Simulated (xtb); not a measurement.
H₆Te, SMILES [TeH6]. All values are semi-empirical tight-binding results from xtb (GFN2-xTB unless named), good for trends rather than for accurate numbers. Geometry optimised at GFN2-xTB.

Optimised geometry:

Bonds (Å): Te1–H2 1.704, Te1–H3 1.704, Te1–H4 1.704, Te1–H5 1.704, Te1–H6 1.704, Te1–H7 1.704. Angles (°): H2–Te1–H3 180.0, H2–Te1–H4 90.0, H2–Te1–H5 90.0, H2–Te1–H6 90.0, H2–Te1–H7 90.0, H3–Te1–H4 90.0, H3–Te1–H5 90.0, H3–Te1–H6 90.0, H3–Te1–H7 90.0, H4–Te1–H5 180.0, H4–Te1–H6 90.0, H4–Te1–H7 90.0, H5–Te1–H6 90.0, H5–Te1–H7 90.0, H6–Te1–H7 180.0.
Charge 0, spin multiplicity 1.

Problem. Estimate the properties. (An estimate is asked for; the answer gives what the named calculation found.)

Solution. 
| Quantity | Value |
|---|---|
| point group as xtb finds it | Oh |
| orbital gap | 7.39 eV |
| zero-point energy | 26.3 kcal/mol |
| G − E(el) at 298.15 K (modified RRHO) | 12.8 kcal/mol |
| static polarisability (D4 model) | 55.0 bohr³ |
| solvation energy, GFN2-xTB/ALPB(water) | 0.0 kcal/mol |
| solvation energy, GFN2-xTB/ALPB(dmf) | -2.3 kcal/mol |

Computed atomic charges:
charges (e) Te1 0.13, H2 -0.02, H3 -0.02, H4 -0.02, H5 -0.02, H6 -0.02, H7 -0.02.
